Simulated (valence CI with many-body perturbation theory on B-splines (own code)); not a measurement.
Values are calculated unless marked as measured or tabulated.
**Ladder of approximations for Mn XIX**

Level of theory: relativistic CI+MBPT: five valence electrons over a frozen Dirac-Fock core [He], a basis of 9 s, 9 p, 8 d, 6 f, 3 g, 1 h functions for each j, with the one-electron correlation potential Σ1 (screened to all orders), the two-electron term Σ2, the three-electron term Σ3, Breit, model QED; selected single and double excitations, second order for the rest (own B-spline code, finite nucleus).

No measured spectrum was set against this ion. As an estimate, levels of excited configurations hold to 0.05 to 0.15 % of their energy, terms of the ground configuration to about 0.5 %. Among the levels kept, up to 2000 cm⁻¹ of a level comes from second order outside the variational space, and about a tenth of that is noise between levels of different J, which matters for small intervals.

Each rung adds one term. CI alone is the Dirac-Coulomb CI over the frozen core; QED comes last and gives the full result, which names the levels. Energies are above 2s²2p³ ⁴S°_3/2 on the same rung, in × 10³ cm⁻¹.

| Level | CI alone |
| --- | --- |
| 2s²2p³ ²D°_3/2 | 131.09 |
| 2s²2p³ ²D°_5/2 | 165.63 |
| 2s²2p³ ²P°_1/2 | 242.52 |
| 2s²2p³ ²P°_3/2 | 294.67 |
| 2s2p⁴ ⁴P_5/2 | 714.00 |
| 2s2p⁴ ⁴P_3/2 | 770.78 |
| 2s2p⁴ ⁴P_1/2 | 790.78 |
| 2s2p⁴ ²D_3/2 | 987.47 |
| 2s2p⁴ ²D_5/2 | 1000.8 |
| 2s2p⁴ ²S_1/2 | 1132.1 |
| 2s2p⁴ ²P_3/2 | 1180.7 |
| 2s2p⁴ ²P_1/2 | 1262.4 |
| 2p⁵ ²P°_3/2 | 1856.2 |
| 2p⁵ ²P°_1/2 | 1948.7 |
| 2s²2p²3s ⁴P_1/2 | 6516.9 |
| 2s²2p²3s ⁴P_3/2 | 6572.3 |

Problem. What do these energies become with core correlation, Breit and QED?

Solution. 2s²2p³ ²D°_3/2 132.13 (+1.04); 2s²2p³ ²D°_5/2 163.00 (-2.63); 2s²2p³ ²P°_1/2 242.87 (+0.34); 2s²2p³ ²P°_3/2 292.45 (-2.22); 2s2p⁴ ⁴P_5/2 709.23 (-4.78); 2s2p⁴ ⁴P_3/2 766.02 (-4.76); 2s2p⁴ ⁴P_1/2 785.87 (-4.91); 2s2p⁴ ²D_3/2 981.85 (-5.62); 2s2p⁴ ²D_5/2 993.52 (-7.30); 2s2p⁴ ²S_1/2 1127.9 (-4.16); 2s2p⁴ ²P_3/2 1172.0 (-8.68); 2s2p⁴ ²P_1/2 1253.3 (-9.08); 2p⁵ ²P°_3/2 1845.3 (-10.89); 2p⁵ ²P°_1/2 1935.5 (-13.18); 2s²2p²3s ⁴P_1/2 6517.9 (+0.93); 2s²2p²3s ⁴P_3/2 6571.2 (-1.06).

Problem. How does the ionisation energy move along the ladder, and which term matters most?

Solution. CI alone 1430.2, + Σ1 1430.5, + Σ2 1430.5, + Σ3 1430.4, + Breit 1430.1, + QED 1430.1 eV. The largest step is Breit, -0.3 eV, with Σ1 about as large (0.3). NIST lists 1430.9 ± 2.2 eV (semi-empirical).
